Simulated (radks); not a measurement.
Values are calculated unless marked as measured or tabulated.
Question: These are the eigenvalues of the occupied orbitals of an atom or ion with whole-number occupations (eV). Code: a radial shooting solver on a logarithmic mesh with Libxc functionals. Model: scalar-relativistic Kohn-Sham, exchange-only r2SCAN, spin-unpolarised, spherical densities, finite nucleus; meta-GGA in the generalised Kohn-Sham scheme; Fermi nuclear charge, rms radius of each element as measured or else 0.836 A^(1/3) + 0.57 fm.

orbital  eigenvalue
1s        -1806.815
2s        -152.5944
2p        -106.3896
3s         -18.6731
3p         -10.7324

Which element is it, and in what charge state? The configuration may be excited.

Answer: Z = 14, silicon, charge +1: Si+ in [Ne] 3s2 3p1. The list shows which subshells hold electrons but not how many an open one holds; the 1s level, -66.399 hartree, gives Z - s = 11.5 by -(Z - s)^2/2, which with screening and relativity narrows Z to a few neighbours, and the depths of the outer levels then fix element, charge and occupations together.
